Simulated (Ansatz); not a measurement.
CH3FSi, SMILES `C[Si]F` (lower singlet) (charge 0, multiplicity 1). This singlet lies 1.87 eV below the relaxed triplet at the level frozen-core CCSD(T)/cc-pVTZ // B3LYP-D3(BJ)/def2-TZVP (Ansatz, an electronic-structure program).

These are r2SCAN/cc-pVTZ // B3LYP-D3(BJ)/def2-TZVP run with Ansatz values and carry that method's errors.

Ansatz 0.2 input:
```yaml
crystal:
  periodic: [false, false, false]
  atoms:
    - { symbol: C, position_ang: [-0.546787, 0.002886, -0.078345] }
    - { symbol: Si, position_ang: [1.13663, -0.837254, -0.300445] }
    - { symbol: F, position_ang: [2.056863, 0.269309, 0.459635] }
    - { symbol: H, position_ang: [-1.358129, -0.554701, -0.550508] }
    - { symbol: H, position_ang: [-0.767961, 0.105633, 0.990908] }
    - { symbol: H, position_ang: [-0.521898, 1.016316, -0.494834] }
basis:
  gaussian: { orbitals: cc-pVTZ }
hamiltonian:
  xc: r2scan
```

Output:

```
Functional definition: r2SCAN
765 factors; their error is unknown
mean field evaluation 1: about -11671.7740 eV, gradient 6.4e1 eV
mean field evaluation 2: about -11658.9271 eV, gradient 9.6e1 eV
mean field evaluation 4: about -11679.9082 eV, gradient 8.8e0 eV
mean field evaluation 8: about -11680.0570 eV, gradient 5.1e-2 eV
mean field evaluation 16: about -11680.0195 eV, gradient 1.7e-5 eV
mean field -11680.01950904 eV, -429.2327999555 hartree, gradient 1.8e-5 eV, S^2 0.000000; 0 other end points of the search recorded, 0 dependent functions left out
reference -11680.01951781 eV, -429.2328002781 hartree; 16, 16 occupied and 120, 120 virtual orbitals, 765 factors
Total energy: -11680.01951781 eV, -429.2328002781 hartree
```
